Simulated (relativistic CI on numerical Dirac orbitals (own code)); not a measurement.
# What each ingredient does to the levels of Ru VIII

Base calculation: Dirac-Coulomb-Breit CI, separate exchange-only KLI orbitals for each configuration, QED by a radiative potential, unscaled Slater integrals.

Configuration list (outside the closed core [Ar] 3d10): 4s²4p⁶4d, 4s²4p⁶5s, 4s²4p⁶4f, 4s²4p⁵4d², 4s²4p⁶5p, 4s4p⁶4d², 4s²4p⁶5d, 4s²4p⁵4d4f, 4s²4p⁶6s, 4s²4p⁶6p, 4s²4p⁶5f, 4s²4p⁵4d5s, 4s²4p⁶6d, 4s²4p⁶5g, 4p⁶4d³, 4p⁵4d⁴. Double excitations out of closed p, d and f shells are left out; levels of such configurations are missing from the list, as are those of other unlisted configurations, and high levels can miss mixing partners. These lack a partner that the ground configuration has and come out too high: 4s²4p⁵4d4f, 4s²4p⁵4d5s.

The lowest level and the first level of each name with at least 55 % of one term (blank where a level has no safe partner in the second run):

| Level | Base (cm⁻¹) | Shift (cm⁻¹) |
| --- | --- | --- |
| 4s²4p⁶4d ²D3/2 | 0 | 0 |
| 4s²4p⁶4d ²D5/2 | 4216 | -36 |
| 4s²4p⁶5s ²S1/2 | 232874 | -593 |
| 4s²4p⁶5p ²P°1/2 | 310304 | -356 |
| 4s²4p⁶5p ²P°3/2 | 318354 | -341 |
| 4s²4p⁵4d² ⁴D°1/2 | 347418 | -750 |
| 4s²4p⁵4d² ⁴D°3/2 | 348964 | -753 |
| 4s²4p⁵4d² ⁴D°5/2 | 351552 | -759 |
| 4s²4p⁵4d² ⁴D°7/2 | 355689 | -772 |
| 4s²4p⁶4f ²F°7/2 | 360891 | -989 |
| 4s²4p⁵4d² ⁴G°11/2 | 365838 | -752 |
| 4s²4p⁵4d² ⁴G°9/2 | 366512 | -745 |
| 4s²4p⁵4d² ⁴P°5/2 | 367919 | -757 |
| 4s²4p⁵4d² ⁴G°7/2 | 369211 | -755 |
| 4s²4p⁵4d² ⁴P°3/2 | 372680 | -756 |
| 4s²4p⁵4d² ⁴P°1/2 | 377630 | -765 |
| 4s²4p⁵4d² ²D°5/2 | 379697 | -745 |
| 4s²4p⁵4d² ⁴F°9/2 | 381919 | -750 |
| 4s²4p⁵4d² ²P°1/2 | 390500 | -758 |
| 4s²4p⁵4d² ²H°11/2 | 390595 | -752 |
| 4s²4p⁵4d² ²H°9/2 | 403955 | -759 |
| 4s²4p⁵4d² ²G°9/2 | 416837 | -784 |

At this charge configurations can still be misplaced by up to about 7 % of their energy.

Problem. One thing was changed in a second run, which moved the levels as shown. Which?
A. P86 correlation estimate
B. Breit term removed
C. configuration mixing switched off
D. QED terms removed
E. one mean potential for all configurations

Solution. E. One mean potential for all configurations. One potential for all configurations removes the relaxation of the orbitals, which moves whole configurations and changes the integrals a little.

LS names give the leading component of a level, which can be under half, so a name can repeat, a term be missing and a line seem to break the LS rules.
